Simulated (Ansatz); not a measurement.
Consider the ligand exchange at the Al–O bond: `[F][Al]([F])[O][SiH3]` + H₂Se → `[F][Al]([F])[SeH]` + `O[SiH3]`.

Computed with Ansatz on PBE0-D4/def2-TZVP structures; ΔE is electronic, products minus reactants. CBS: MP2 limit from def2 TZ/QZ plus the TZ coupled-cluster correction, frozen cores. Functionals use def2-TZVPP. For Se outer-core shells are correlated without core-valence functions, which leaves a few kJ/mol of doubt a bond. Scalar relativity is left out up to krypton. Each species was taken in one conformer, which may not be the lowest.

| level | ΔE (eV) |
| --- | --- |
| CAM-B3LYP-D4 | 0.48 |
| r2SCANh | 0.36 |
| HF/def2-TZVPP | 0.54 |
| MP2/CBS(def2) | 0.36 |

Q: What does CCSD(T)/CBS give? (Best estimate.)

A: The calculation gave: +0.38 eV. The listed levels differ from it by 0.10, -0.02, 0.16, -0.02 eV.

Largest T1 diagnostic among the species: 0.012.

From BLYP to BHLYP (50 % exact exchange), in def2-TZVPP and without D4, ΔE moves by +0.07 eV. At CCSD(T), def2-SVP lies +0.15 eV from the extrapolated value and def2-TZVPP +0.05 eV. Leaving LDA and LC-ωPBE aside and taking each functional with its dispersion term where it has one, the values, not all of them listed here, spread over 0.23 eV, from PBE-D4 to CAM-B3LYP-D4.
